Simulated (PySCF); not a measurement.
# Static response to an electric field

Species: 2,6-dimethyl-4-pyrone, C7H8O2.
SMILES with atom numbers: `[CH3:1][c:2]1[cH:3][c:4](=[O:5])[cH:6][c:7]([CH3:8])[o:9]1` (hydrogens: H10, H11, H12 on C1; H13 on C3; H14 on C6; H15, H16, H17 on C8)

Geometry (GFN2-xTB, Å), atoms numbered from 1 in this order:
```
atom  x, y, z in Å
C1    -2.154   -1.371    0.383
C2    -1.126   -0.330    0.079
C3    -1.390    0.925   -0.325
C4    -0.323    1.882   -0.604
O5    -0.520    3.028   -0.971
C6     1.005    1.314   -0.394
C7     1.174    0.044    0.013
C8     2.494   -0.614    0.252
O9     0.135   -0.787    0.251
H10   -2.048   -1.706    1.414
H11   -2.009   -2.235   -0.262
H12   -3.153   -0.974    0.235
H13   -2.409    1.254   -0.452
H14    1.858    1.947   -0.575
H15    2.598   -1.485   -0.393
H16    3.306    0.078    0.055
H17    2.555   -0.958    1.284
```

Level: wB97X-D/def2-SVPD (PySCF), static field, nuclei fixed, core orbitals frozen in the response. The polarisability tensor in these axes (au):

```
x    95.91  -2.57   1.69
y    -2.57 108.47 -16.16
z     1.69 -16.16  62.77
```

**Question.** Diagonalise the tensor; give its mean and Δα, where Δα² is half the sum of the squared differences of the eigenvalues.

**Answer.** Principal values 57.61, 95.45 and 114.10 au; mean 89.05 au = 13.20 Å³ = 14.68 × 10⁻⁴⁰ C²·m²/J; Δα = 49.85 au (56 % of the mean).

**Question.** What is the dipole moment, and where does it point?

**Answer.** (0.84, -4.90, 1.57) D, 5.22 D in size, pointing from the negative to the positive side. Measured along this direction, the outermost atoms are O5 at the negative end and H17, H10, H11 and H15 at the positive end.

**Question.** Give the eigenvalues of the traceless quadrupole moment Θ = ½Σq(3rr − r²1), origin at the centre of nuclear charge.

**Answer.** -17.83, 0.55, 17.28 D·Å. The values depend on the origin, since the dipole doesn't vanish. The electronic extent ⟨r²⟩ about the same centre is 1216 bohr², a root-mean-square distance of 2.27 Å for the 66 electrons.

**Question.** Form Σ f/ω² (atomic units) for the 8 lowest TDDFT singlets, given as eV and f, and set it beside the mean polarisability, which is this sum over all singlets: 4.27, 0.0000; 5.70, 0.0006; 5.86, 0.2506; 5.92, 0.0005; 6.34, 0.1925; 7.16, 0.0184; 7.37, 0.0223; 7.48, 0.6693.

**Answer.** They add up to 18.40 au, 20.7 % of the 89.05 au; the largest single term is 8.85 au, from the state at 7.48 eV. Terms in order: 0.00, 0.01, 5.40, 0.01, 3.55, 0.26, 0.30, 8.85 au. Higher excitations give the rest. The strengths listed sum to 1.154.

**Question.** What depolarisation ratio follows for Rayleigh scattering of linearly polarised light, taking the static tensor?

**Answer.** ρ = 3Δα²/(45ᾱ² + 4Δα²) = 7455.4/(356849 + 9940.5) = 0.0203.

**Question.** Find the Langevin capture rate constant for O2+ (31.990 u) meeting this molecule (124.052 u), k = 2.342 × 10⁻⁹ cm³/s × √(α in Å³ / reduced mass in u).

**Answer.** The reduced mass is 25.43 u, so k = 1.69 × 10⁻⁹ cm³/s. The formula leaves out the permanent dipole, which adds to the capture rate.

**Question.** Along which axes do the principal values lie, and how far do the nuclei extend along each?

**Answer.** Largest value along (-0.16, 0.94, -0.30), where the nuclei span 4.92 Å; middle along (0.99, 0.16, -0.03), 6.55 Å; least along (-0.02, 0.30, 0.95), 1.76 Å. The strongest response doesn't lie along the longest of the three spans.

Geometry: GFN2-xTB; no solvent, vibrations or thermal averaging.
